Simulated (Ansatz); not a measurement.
`[NH2][GaH][SiH3]` + `C1=NCO1` → `[SiH3]C1=NCO1` + `[NH2][GaH2]`  (formal exchange of groups at the Si–Ga bond)

Calculated with Ansatz (gas phase, PBE0-D4/def2-TZVP geometries, no zero-point term in ΔE). CCSD(T)/CBS adds triple-zeta CCSD(T) − MP2 to the extrapolated MP2 energy (def2 sets, frozen cores). For Ga outer-core shells are correlated without core-valence functions, which leaves a few kJ/mol of doubt a bond. Scalar relativity is left out up to krypton. Each species was taken in one conformer, which may not be the lowest.

| species | CCSD(T)/CBS(def2) energy (Eh) |
| --- | --- |
| `[NH2][GaH][SiH3]` | -2271.34304 |
| `C1=NCO1` | -207.71182 |
| `[SiH3]C1=NCO1` | -497.98995 |
| `[NH2][GaH2]` | -1981.05479 |

**Question.** Work out ΔE.

**Answer.** ΔE = (-497.98995) + (-1981.05479) − (-2271.34304) − (-207.71182) = 0.01012 Eh = +6.4 kcal/mol.

Largest T1 diagnostic among the species: 0.015.
